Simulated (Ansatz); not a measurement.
Gas-phase electronic energies from Ansatz, PBE0-D4/def2-TZVP geometries. CCSD(T)/CBS adds triple-zeta CCSD(T) − MP2 to the extrapolated MP2 energy (def2 sets, frozen cores). DFT in def2-TZVPP. B3LYP here is the variant with VWN-RPA as its local correlation; programs differ in this. For Ga outer-core shells are correlated without core-valence functions, which leaves a few kJ/mol of doubt a bond. Scalar relativity is left out up to krypton. One conformer a species, not always the lowest.

Consider the substitution at a C–N bond: `C=C[NH][GaH2]` + `OB(O)Cl` → `C=COB(O)Cl` + `[NH2][GaH2]`.

Task: Is it downhill or uphill in electronic energy at CCSD(T)/CBS, and by how much? (Best estimate.)

Result: Computed: Uphill: ΔE = +0.35 eV.

Task: What do these levels give: PBE-D4, B3LYP-D4, ωB97M-V, CCSD/def2-TZVPP, HF/def2-QZVPP, MP2/CBS(def2)? (Estimate.)

Result: Ansatz gave: PBE-D4 0.41, B3LYP-D4 0.37, ωB97M-V 0.33, CCSD/def2-TZVPP 0.35, HF/def2-QZVPP 0.29, MP2/CBS(def2) 0.40 eV.

Largest T1 diagnostic among the species: 0.014.

In def2-TZVPP, CCSD(T) changes the Hartree–Fock value by +0.06 eV (the triples alone add +0.01 eV) and MP2 by +0.11 eV.
